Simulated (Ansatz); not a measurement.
Isolated molecules relaxed with PBE0-D4/def2-TZVP in Ansatz; ΔE leaves out vibrations. CCSD(T)/CBS adds triple-zeta CCSD(T) − MP2 to the extrapolated MP2 energy (def2 sets, frozen cores). DFT in def2-TZVPP. For Ge outer-core shells are correlated without core-valence functions, which leaves a few kJ/mol of doubt a bond. Scalar relativity is left out up to krypton. Each species was taken in one conformer, which may not be the lowest.

`SB[B]1[CH2][GeH2]1` + silanol → `[SiH3]OBS` + `[BH]1[CH2][GeH2]1`  (cleavage of the B–B bond)

```json
{"level": "BLYP-D4", "ΔE (kJ/mol)": "-113.6", "difference from CCSD(T)/CBS": "-4.1"}
{"level": "r2SCANh-D4", "ΔE (kJ/mol)": "-106.5", "difference from CCSD(T)/CBS": "3.0"}
{"level": "r2SCAN0-D4", "ΔE (kJ/mol)": "-108.0", "difference from CCSD(T)/CBS": "1.5"}
{"level": "BHLYP-D4", "ΔE (kJ/mol)": "-121.0", "difference from CCSD(T)/CBS": "-11.5"}
{"level": "B2PLYP", "ΔE (kJ/mol)": "-114.5", "difference from CCSD(T)/CBS": "-5.0"}
{"level": "PBE", "ΔE (kJ/mol)": "-98.0", "difference from CCSD(T)/CBS": "11.5"}
{"level": "r2SCANh", "ΔE (kJ/mol)": "-106.7", "difference from CCSD(T)/CBS": "2.8"}
{"level": "CAM-B3LYP", "ΔE (kJ/mol)": "-119.6", "difference from CCSD(T)/CBS": "-10.1"}
{"level": "RPA@PBE/def2-TZVPP", "ΔE (kJ/mol)": "-111.1", "difference from CCSD(T)/CBS": "-1.6"}
{"level": "CCSD(T)/def2-TZVPP", "ΔE (kJ/mol)": "-110.1", "difference from CCSD(T)/CBS": "-0.6"}
{"level": "CCSD(T)/CBS", "ΔE (kJ/mol)": "-109.5", "difference from CCSD(T)/CBS": "0"}
```

Largest T1 diagnostic among the species: 0.014.

From BLYP to BHLYP (50 % exact exchange), in def2-TZVPP and without D4, ΔE moves by −8.7 kJ/mol. Leaving LDA and LC-ωPBE aside and taking each functional with its dispersion term where it has one, the values, not all of them listed here, spread over 22.8 kJ/mol, from BHLYP-D4 to PBE-D4. LDA lies −4.9 kJ/mol from PBE without D4.

CCSD(T)/CBS has its own doubt, a few kJ/mol and more with outer-core shells, so smaller differences from it don't rank the levels.
